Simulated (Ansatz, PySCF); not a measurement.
In(H)(Br)(Me) (CH4BrIn), SMILES [CH3][InH][Br].

Geometry optimised at PBE0-D3(BJ)/def2-SVP. The structure was generated by enumeration; whether it is a known compound was not checked. The def2 effective core potentials stand for the cores of In; spin–orbit coupling is left out.

Vertical ionisation energy (IE) and electron affinity (EA) in eV. Rows of orbital energies are one-electron estimates. Where ΔSCF, EOM or ADC give a negative EA the extra electron is unbound and the value depends on the basis.

```csv
level,IE,EA
"−ε(HOMO), −ε(LUMO), PBE0/def2-TZVPD (PySCF)",?,?
"−ε(HOMO), −ε(LUMO), PBE/def2-TZVPD (PySCF)",6.40,2.42
"ΔSCF, PBE0/def2-SVPD (Ansatz), final states of multiplicity 2 and 2",9.66,0.20
"ΔSCF, PBE/def2-SVPD (Ansatz), final states of multiplicity 2 and 2",9.35,0.19
```

### Question
What belongs in the gaps? (An estimate is asked for; the answer gives what the named calculation found.)

### Answer

- −ε(HOMO), −ε(LUMO), PBE0/def2-TZVPD (PySCF), IE: 7.60
- −ε(HOMO), −ε(LUMO), PBE0/def2-TZVPD (PySCF), EA: 1.70

### Question
What vertical singlet–triplet gap does ΔSCF give with PBE0/def2-SVPD (Ansatz, an electronic-structure program) and with PBE/def2-SVPD (Ansatz)? (Estimate from the structure and the level; the computed values follow.)

### Answer
4.56 and 4.23 eV (triplet above singlet where positive).
